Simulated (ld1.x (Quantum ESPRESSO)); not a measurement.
# Which change was made? (Sb, TM)

ld1.x (Quantum ESPRESSO) 7.5 input, shortened:

```
&input
   title='Sb', zed=51., rel=1, dft='PZ', iswitch=3,
   config='[Kr] 4d10 5s1 5p4'
 /
 &inputp
   pseudotype=2, tm=.true., lloc=-1, rcloc=1.65,
   nlcc=.true., new_core_ps=.true., rcore=0.90
 /
2
5S  1  0   1.00   0.00  1.85  1.85  0.0
5P  2  1   4.00   0.00  1.90  1.90  0.0
 &test
   configts(1)='5s1 5p4'
 /
```

Cutoffs, loose and tight: the cutoffs (Ry, on a coarse ladder) from which the occupation-weighted sum of valence levels, in a spherical-Bessel basis at the reference potential, stays within 10 and 1 mRy of its value at 400 Ry. They do not see the model core or the augmentation charge, which bear on the density cutoff. Test errors are all-electron minus pseudo excitation energies from the reference, over the configurations 5s2 5p3; 5s2 5p2; 5s2 5p1; 5s2 5p2.5; 5s1 5p0; 5s1 5p3; 5s2 5p0 (two spin-polarised tests are not counted in the largest error); variants that change the core or the reference have their own tests. The largest error is taken over the tests solved by every variant that gives reliable tests at all, those not shown here included: 5s1 5p3; 5s2 5p0; 5s2 5p1; 5s2 5p2; 5s2 5p2.5; 5s2 5p3.

The base gives: outcome: generated; cutoff, loose: 25 Ry; cutoff, tight: 50 Ry; bound ghosts: s, d; largest test error (meV): -96.

Problem. After one change the result is: outcome: generated; cutoff, loose: 25 Ry; cutoff, tight: 50 Ry; bound ghosts: s, d; largest test error (meV): -23. Which change was it?
A. type ultrasoft; waves now 5s (bound): rcut 1.60, rcutus 1.85 bohr; 5s channel at 0.05 Ry: rcut 1.60, rcutus 1.85 bohr; 5p (bound): rcut 1.65, rcutus 1.90 bohr; 5p channel at 0.75 Ry: rcut 1.65, rcutus 1.90 bohr; local potential all-electron potential smoothed inside 1.80 bohr (lloc = -1); augmentation PSQ, radius 1.25 bohr
B. reference 5s2 5p3
C. local potential all-electron potential smoothed inside 1.92 bohr (lloc = -1)
D. core correction none

Solution. C. The others give: type ultrasoft; waves now 5s (bound): rcut 1.60, rcutus 1.85 bohr; 5s channel at 0.05 Ry: rcut 1.60, rcutus 1.85 bohr; 5p (bound): rcut 1.65, rcutus 1.90 bohr; 5p channel at 0.75 Ry: rcut 1.65, rcutus 1.90 bohr; local potential all-electron potential smoothed inside 1.80 bohr (lloc = -1); augmentation PSQ, radius 1.25 bohr → outcome: failed: chargeps: negative rho | reference 5s2 5p3 → outcome: generated; cutoff, loose: 25 Ry; cutoff, tight: 50 Ry; bound ghosts: s, d; largest test error (meV): -156 | core correction none → outcome: generated; cutoff, loose: 25 Ry; cutoff, tight: 50 Ry; bound ghosts: s, d; largest test error (meV): +92.
